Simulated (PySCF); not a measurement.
The group X on silaethenyl-X is varied. Gas-phase values, no solvent. One relaxed conformer stands for each flexible species; it need not be the lowest. Strings in code marks are SMILES.

These are PBE0-D3(BJ)/def2-TZVP in PySCF 2.14.0 values and carry that method's errors. Delta-SCF ions had no search for a lower state. Excitations are Tamm–Dancoff values on a coarser integration grid. The basis has no diffuse functions, so Rydberg states are missing or too high.

| species | LUMO (eV) | HOMO (eV) | brightest of the four lowest singlets (TDA) (eV) | S1–T1 gap (TDA) (eV) | vertical ionisation energy (Delta-SCF) (eV) | S1 oscillator strength |
|---|---|---|---|---|---|---|
| X = H (`[SiH2]=C`) | -1.23 | -6.62 | 5.60 | 3.03 | 8.75 | 0.347 |
| X = chloro (`C=[SiH]Cl`) | -1.10 | -6.66 | 5.60 | 2.39 | 8.67 | 0.025 |
| X = hydroxy (`C=[SiH]O` (C–Si–O–H torsion 0°)) | -0.28 | -6.20 | 5.80 | 1.77 | 8.32 | 0.024 |
| X = cyano (`C=[SiH]C#N`) | -2.30 | -7.29 | 5.20 | 2.78 | 9.27 | 0.002 |
| X = difluoromethyl (`C=[SiH]C(F)F` (C–Si–C–F torsion 11°)) | -1.46 | -6.88 | 5.61 | 2.99 | 8.91 | 0.344 |
| X = propynyl (`C=[SiH]C#CC`) | -1.29 | -6.20 | 4.96 | 2.50 | 7.98 | 0.005 |
